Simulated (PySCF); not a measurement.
Radial density of Co²⁺ (cobalt, charge +2)

UHF, [Ar] 3d7, high-spin 4F determinant. Computed with PySCF 2.14 in aug-cc-pVTZ with one added diffuse shell each of s, p, d, f, g type (9s8p6d4f3g, 118 functions), with the non-relativistic Hamiltonian (point nucleus).

| r (bohr) | 4πr²ρ (e/bohr) | 4πr²(ρα − ρβ) |
| --- | --- | --- |
| 0.000997 | 0.1581 | 0.0000 |
| 0.00168 | 0.4311 | 0.0000 |
| 0.00282 | 1.147 | 0.0000 |
| 0.00474 | 2.924 | 0.0000 |
| 0.00798 | 6.950 | 0.0000 |
| 0.0134 | 14.68 | 0.0001 |
| 0.0226 | 25.48 | 0.0002 |
| 0.0380 | 32.38 | 0.0010 |
| 0.0639 | 27.98 | 0.0055 |
| 0.107 | 27.22 | 0.0359 |
| 0.181 | 36.52 | 0.2319 |
| 0.304 | 21.33 | 1.1029 |
| 0.511 | 16.08 | 2.7292 |
| 0.860 | 15.71 | 2.7240 |
| 1.45 | 3.894 | 0.9689 |
| 2.43 | 0.3279 | 0.0954 |
| 4.09 | 0.004293 | 0.0006 |
| 6.88 | 1.057e-05 | 0.0000 |
